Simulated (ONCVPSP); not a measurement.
**What one change does to a pseudopotential (oxygen, ONCV)**

* Element: oxygen
* Generator: ONCVPSP 4.0.1
* Type: optimised norm-conserving Vanderbilt (ONCV)
* Functional: LDA (Perdew-Zunger)
* Relativity: scalar-relativistic
* Frozen core: [He]
* Valence charge: 6
* Reference configuration: 2s2 2p3.75 (charge +0.25)
* Partial waves: 2s: rc 0.75 bohr, ncon 4, nbas 8, qcut 7.8 1/bohr, 1 projector; 2p: rc 1.65 bohr, ncon 4, nbas 8, qcut 10.5 1/bohr, 2 projectors, debl 2.8 Ha; d scattering state at 0.11 Ha: rc 1.60 bohr, ncon 4, nbas 7, qcut 6.8 1/bohr, 2 projectors, debl 4 Ha
* Local potential: polynomial inside 0.55 bohr (lpopt 4, dvloc0 1 Ha)
* Core correction: none

All-electron outer shells of the reference configuration (LDA (Perdew-Zunger), scalar-relativistic, ld1.x):

```csv
shell,level (eV),outermost node (bohr),outermost maximum (bohr)
1s,-515.06,–,0.13
2s,-27.34,0.28,0.87
2p,-12.69,–,0.81
```

Change: all radii scaled by about 1.18 (s 0.88, p 1.94, d 1.88 bohr); local potential polynomial inside 0.64 bohr (lpopt 4, dvloc0 1 Ha).

Cutoffs: the cutoffs (Ha) at which the residual kinetic energy of the hardest occupied pseudo-wave falls to 1 and 0.1 mHa per electron; they do not see the model core or the augmentation charge, which bear on the density cutoff. Errors are all-electron minus pseudo energies relative to the spin-unpolarised reference configuration.

What does the change do?

The potential gets softer (77 Ha and 272 Ha → 54 Ha and 201 Ha); of the 4 tests that both files solve, the error grows in 3 and shrinks in 0 by more than 15 % and 0.3 meV (median size 59.6 → 72.2 meV); neither file shows a bound ghost. A larger radius leaves more room for a smooth pseudo-wave, so fewer plane waves are needed. More of the atom is replaced by a form fitted at one configuration, so other configurations suffer.

```csv
quantity,base,changed
"cutoff, loose",77 Ha,54 Ha
"cutoff, tight",272 Ha,201 Ha
loose cutoff by channel,"s 77 Ha, p 31 Ha","s 54 Ha, p 26 Ha"
bound ghosts,none,none
GHOST(+) flags under 300 eV,d at 166.9 eV,d at 169.1 eV
"error for 2s2 2p4, meV [ΔE -2.73 eV]",+1.1,+1.9
"error for 2s2 2p3, meV [ΔE 13.85 eV]",+19,+35
"error for 2s2 2p2, meV [ΔE 47.56 eV]",+207,+351
"error for 2s0 2p6, meV [ΔE 26.50 eV]",+100,+109
```
